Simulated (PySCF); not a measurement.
**Dipole response of Co⁺ (cobalt, charge +1)**

[Ar] 3d8, high-spin 3F determinant. All numbers are calculated (PySCF 2.14, the non-relativistic Hamiltonian (point nucleus), in aug-cc-pVQZ (9s8p6d4f3g2h, 140 functions)). Coupled (time-dependent) response in atomic units; α is the mean over directions.

| method | mean α (bohr³) | C₆ (like pair) | S(−4) |
| --- | --- | --- | --- |
| UHF | 6.589 | 22.30 | 33.81 |

S(−4) is the Cauchy moment in α(ω) = α(0) + S(−4) ω² + …

α(iu) at UHF:

```csv
u (hartree),α(iu) (bohr³)
0,6.589
0.0500,6.506
0.100,6.279
0.200,5.596
0.300,4.882
0.500,3.781
0.750,2.901
1.00,2.323
1.50,1.617
2.00,1.205
3.00,0.7515
5.00,0.3771
```

A single London oscillator, α(iu) = α/(1 + u²/ω²), gives C₆ = (3/4) ω α². Matching the computed C₆ needs ω = 4 × 22.30 / (3 × 6.589²) = 0.685 hartree.

For an ion, C₆ is the dispersion term alone; charge-induced terms of lower order in 1/R come first.
